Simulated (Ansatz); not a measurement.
Cost and result up the ladder for MoNF₃ (5 atoms). The state is a singlet with charge 0. Geometry: PBE-D4/def2-SVP.

| atom | x (Å) | y (Å) | z (Å) |
| --- | --- | --- | --- |
| Mo1 | -0.006 | 0.043 | 0.001 |
| N2 | 0.201 | -1.584 | -0.047 |
| F3 | -0.308 | 0.535 | -1.759 |
| F4 | 1.581 | 0.702 | 0.696 |
| F5 | -1.468 | 0.303 | 1.109 |

Ansatz on 4 threads of Arm Neoverse V1 on a shared host. Times are rough, and most runs start from the orbitals of an earlier one. No level here is sound enough to serve as a yardstick. Binding counts from free atoms at the same level (Mo septet, N quartet, F doublet; other spins of the atoms weren't run), without zero-point energy or a counterpoise term.

In the def2 sets Mo takes a core potential; there is no spin–orbit coupling. LC-ωPBE has ω = 0.4 bohr⁻¹. Correlated methods freeze 4 core orbitals; core or outer-core shells of Mo are correlated, in sets that lack core-valence functions.

Run but left out: PBE-QIDH/def2-TZVP (restricted singlet, unstable in another Hartree–Fock run and untested here); MP2/def2-TZVP, CCSD(T)/def2-TZVPP (restricted singlet, unstable towards broken spin symmetry).

Correlated methods converge slowly with the basis.

| level | functions | binding energy per atom (eV) | remarks |
| --- | --- | --- | --- |
| r2SCAN-D4/def2-TZVP | 164 | 4.30 | restricted SCF unstable in HF |
| PBE-D4/def2-SVP | 87 | 4.80 | restricted SCF unstable in HF |
| PBE0-D4/def2-TZVPD | 197 | 4.16 | restricted SCF unstable in HF |
| LC-ωPBE/def2-TZVP | 164 | 4.17 | restricted SCF unstable in HF |
| PBE0-D4/def2-TZVP | 164 | 4.14 | restricted SCF unstable in HF |
| B97M-V/def2-TZVP | 164 | 4.25 | restricted SCF unstable in HF |
| ωB97M-V/def2-TZVP | 164 | 4.20 | restricted SCF unstable in HF |
| r2SCAN-D4/def2-TZVPD | 197 | 4.31 | restricted SCF unstable in HF |
| PBE-D4/def2-TZVP | 164 | 4.67 | – |
| PBE-D4/def2-TZVPD | 197 | 4.68 | restricted SCF unstable in HF |
| PBE0-D4/def2-SVP | 87 | 4.21 | restricted SCF unstable in HF |
| r2SCANh-D4/def2-TZVP | 164 | 4.11 | restricted SCF unstable in HF |
| revPBE-D4/def2-TZVP (with forces) | 164 | 4.48 | restricted SCF unstable in HF |
| RPA@PBE/def2-TZVP | 164 | 3.96 | – |

**Question.** Estimate how long each takes.

**Answer.** PBE-D4/def2-SVP 0.8 s; PBE0-D4/def2-SVP 1.2 s; revPBE-D4/def2-TZVP (with forces) 1.8 s; PBE-D4/def2-TZVP 2 s; PBE-D4/def2-TZVPD 2 s; LC-ωPBE/def2-TZVP 2 s; PBE0-D4/def2-TZVP 2.4 s; RPA@PBE/def2-TZVP 3 s; PBE0-D4/def2-TZVPD 3.1 s; r2SCAN-D4/def2-TZVP 3.6 s; r2SCANh-D4/def2-TZVP 3.7 s; r2SCAN-D4/def2-TZVPD 3.9 s; B97M-V/def2-TZVP 4.8 s; ωB97M-V/def2-TZVP 7 s. On shared hardware such times vary by a factor of up to 3.
